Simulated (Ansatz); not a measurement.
Ansatz (a quantum-chemistry and plane-wave program) input (PBE0/6-311+G**): The .json file is the Basis Set Exchange's 6-311+G**.

Ansatz 0.2 input:
```yaml
crystal:
  periodic: [false, false, false]
  atoms:
    - {symbol: S, position_ang: [1.41574400, -0.31348400, 1.36759200]}
    - {symbol: Si, position_ang: [0.10349000, -0.43784700, -0.32324800]}
    - {symbol: Cl, position_ang: [-1.79599400, -0.58385600, 0.47088500]}
    - {symbol: Cl, position_ang: [0.23116500, 1.24497200, -1.52731000]}
    - {symbol: H, position_ang: [2.50133500, -0.09336000, 0.60322100]}
basis:
  gaussian:
    orbitals: 6-311+G__.json
hamiltonian:
  xc: {name: PBE0}
magnetization: {spin_polarized: true, initial_magnetization: 1}
output: {forces: true}
```

Output:

```
Functional definition: PBE0
integrals: 0.08 GiB planned
991 factors; integrals over basis functions are off by at most 9.7e-4 eV
mean field: 0.97 GiB planned
mean field evaluation 1: about -43761.6696 eV, gradient 1.2e1 eV
mean field evaluation 2: about -43761.6964 eV, gradient 1.4e1 eV
mean field evaluation 4: about -43762.5541 eV, gradient 6.3e-1 eV
mean field evaluation 8: about -43762.5864 eV, gradient 6.6e-2 eV
mean field evaluation 16: about -43762.5864 eV, gradient 2.2e-4 eV
mean field -43762.58643422 eV, -1608.2453881113 hartree, gradient 4.0e-5 eV, S^2 0.752661; 0 other end points of the search recorded, 0 dependent functions left out
the calculation of the forces begins
reference -43762.58650747 eV, -1608.2453908030 hartree; 33, 32 occupied and 97, 98 virtual orbitals, 991 factors
Total energy: -43762.58650747 eV, -1608.2453908030 hartree
Atom 0 at     1.415744    -0.313484     1.367592 Å, force    -0.108942    -0.022591    -0.022558 eV/Å
Atom 1 at     0.103490    -0.437847    -0.323248 Å, force    -0.055212     0.087599     0.097972 eV/Å
Atom 2 at    -1.795994    -0.583856     0.470885 Å, force     0.094919     0.004700    -0.071822 eV/Å
Atom 3 at     0.231165     1.244972    -1.527310 Å, force    -0.013241    -0.081247     0.050518 eV/Å
Atom 4 at     2.501335    -0.093360     0.603221 Å, force     0.082477     0.011539    -0.054109 eV/Å
Dipole moment:     0.342253    -0.130850    -0.085228 e Å
```

The geometry given is a B3LYP-D3(BJ)/def2-TZVP minimum.
